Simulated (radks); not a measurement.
Results of a calculation; reference values are marked as such.
Task: Lu V, 67 electrons, occupied as [Kr] 4d10 4f13 5s1.75 5p6 5d0.25 (fractional occupations, a model configuration). Level of theory: non-relativistic Kohn-Sham, TPSS, spin-polarised, spherical densities, point nucleus; open shells are filled with parallel spins first (spin-orbit coupling, left out, can overturn this in heavy ions); meta-GGA in the generalised Kohn-Sham scheme; relativity is left out, which matters for an element this heavy (a radial shooting solver on a logarithmic mesh with Libxc functionals). Some entries of the table are withheld. Estimate them.

orbital  occ.  eigenvalue (eV)  r(max) (bohr)
1s up       1        -58556.80        0.01416
1s down     1        -58556.78        0.01416
2s up       1        -9570.202        0.07721
2s down     1        -9570.160        0.07721
2p up       3        -9153.242        0.06002
2p down     3        -9153.206        0.06002
3s up       1        -2191.651         0.2128
3s down     1        -2191.074         0.2128
3p up       3        -2000.840         0.2008
3p down     3        -2000.301         0.2008
3d up       5        -1646.576         0.1591
3d down     5        -1646.157         0.1591
4s up       1        -464.7766         0.4812
4s down     1        -463.7474         0.4812
4p up       3        -386.4975         0.4833
4p down     3        -385.4574         0.4834
4d up       5        -245.1940         0.4826
4d down     5        -244.1291         0.4826
5s up       1         -95.8161          1.118
5s down  0.75         -95.0068          1.119
5p up       3         -73.5837          1.206
5p down     3         -72.8402          1.207
4f up       7         -65.0037         0.4578
4f down     6         -63.9218         0.4581
5d up    0.25         -40.1649            (1)
5d down     0         -39.6173            (2)
6s up       0         -32.5960          2.630
6s down     0         -32.2678          2.630
6p up       0         -26.7335          2.959

Result: 
(1) 5d up r(max) (bohr): 1.509
(2) 5d down r(max) (bohr): 1.515
